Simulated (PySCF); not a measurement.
**How methods differ on the excitation energy of Xe⁺**

Xe⁺ [Kr] 4d10 5s2 5p5 (2P) → Xe⁺ [Kr] 4d10 5s2 5p4 5d1 (high-spin determinant), as a difference of total energies. Computed with PySCF 2.14 in aug-cc-pwCVDZ-PP with ECP28MDF, with scalar relativity through the core potential. Correlated levels: valence: 4s2 4p6 4d10 frozen. The calculations carry no spin-orbit coupling.

```json
{"method": "UHF", "excitation energy (eV)": "11.640"}
{"method": "MP2 (valence)", "excitation energy (eV)": "12.299"}
{"method": "SCS-MP2 (valence)", "excitation energy (eV)": "12.286"}
{"method": "CCSD (valence)", "excitation energy (eV)": "12.136"}
{"method": "CCSD(T) (valence)", "excitation energy (eV)": "12.072"}
```

Problem. How much does correlation contribute at CCSD(T) (valence)?

Solution. 12.072 − (11.640) = 0.432 eV, measured against UHF.

The promoted electron is Rydberg-like, and one or two diffuse shells describe it only roughly, which tends to raise the upper state.

The coupled-cluster amplitudes are large for the upper state (T1 above 0.03 or a double amplitude above 0.15), so a single reference is strained.

The determinant of the upper state mixes LS terms, which raises its energy above the lowest term, most at the Hartree-Fock and MP2 levels.
